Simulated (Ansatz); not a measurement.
Basis-set extrapolation for `[OH][AlH][CH2]S` (PBE0-D4/def2-TZVP geometry, frozen core, Ansatz 0.2.0). Multiplicity 1, RHF reference.

|  | def2-TZVPP | def2-QZVPP |
| --- | --- | --- |
| HF | -755.215480 | -755.239948 |
| MP2 correlation | -0.675106 | -0.728294 |
| CCSD(T) correlation | -0.742564 | not run |

Energies in hartree. Use E(X) = E(∞) + A·exp(−7.88·√X) for Hartree–Fock and E(X) = E(∞) + B·X^(−2.97) for correlation, with X = 3 and 4, and add CCSD(T) minus MP2 of the smaller set to the MP2 limit.

**Question.** What is the CCSD(T) energy at the basis-set limit?

**Answer.** HF limit: -755.239948 + (-0.024468) × 0.13774 = -755.24332. MP2 limit: -0.728294 + (-0.053188) × 0.74074 = -0.76769. Higher-order term: -0.742564 − (-0.675106) = -0.06746. Total: -756.07847 hartree, 316.2 kJ/mol below CCSD(T)/def2-TZVPP.
